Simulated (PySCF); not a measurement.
## What settings do to a single point of OsO2Cl2

The sound run of OsO2Cl2 (singlet) uses PySCF 2.14.0, RKS TPSS, Os def2-SVP with ECP60, O def2-SVP, Cl def2-SVP; non-relativistic Hamiltonian with scalar-relativistic core potentials where named; density fitting; no spin-orbit coupling, grid (50, 194), threshold 1e-8 Eh and 55 cycles, at the relaxed geometry:

```xyz
5

Os    0.2625    0.2625    0.0000
O     1.4708    0.1520    1.2018
O     0.1520    1.4708   -1.2018
Cl   -1.7891   -0.0375    0.9517
Cl   -0.0375   -1.7891   -0.9517
```

There Os1 has a Mulliken charge of 0.87 e and the dipole about the centre of mass is 0.36 D. Each run below changes one thing and starts from free metal ions and neutral atoms unless it says otherwise; with 55 cycles, smearing, a level shift and second-order steps follow where DIIS fails, and their cycles count. Energy shifts count from the sound run.

```tsv
change	outcome	cycles	energy shift (eV)	largest force component (eV/Å)	charge on Os1 (e)	dipole about the centre of mass (D)
grid (10, 14)	converged	15	-10.71	4.92	1.04	0.29
spin (2S) set to 1, limit 90 cycles	refused	–	–	–	–	–
```

Problem. One further run converged with energy shift (eV) 0.57, largest force component (eV/Å) 2.78, charge on Os1 (e) 0.86, dipole about the centre of mass (D) 0.35. Which change was it?
A. start from a density of up to 30 smeared cycles (not counted)
B. threshold 0.0001
C. all coordinates × 1.05

Solution. C.

Problem. And the other changes listed?

Solution. 
```json
{"change": "start from a density of up to 30 smeared cycles (not counted)", "outcome": "converged", "cycles": "10", "energy shift (eV)": "0.0000", "largest force component (eV/Å)": "0.01", "charge on Os1 (e)": "0.87", "dipole about the centre of mass (D)": "0.36"}
{"change": "threshold 0.0001", "outcome": "converged", "cycles": "11", "energy shift (eV)": "0.0009", "largest force component (eV/Å)": "0.05", "charge on Os1 (e)": "0.87", "dipole about the centre of mass (D)": "0.47"}
```

Unsound on purpose, so not properties of the compound: grid (10, 14).

Forces carry noise of the integration grid, about 0.01 to 0.03 eV/Å.

No frequency check is given that shows the relaxed geometry to be a minimum.
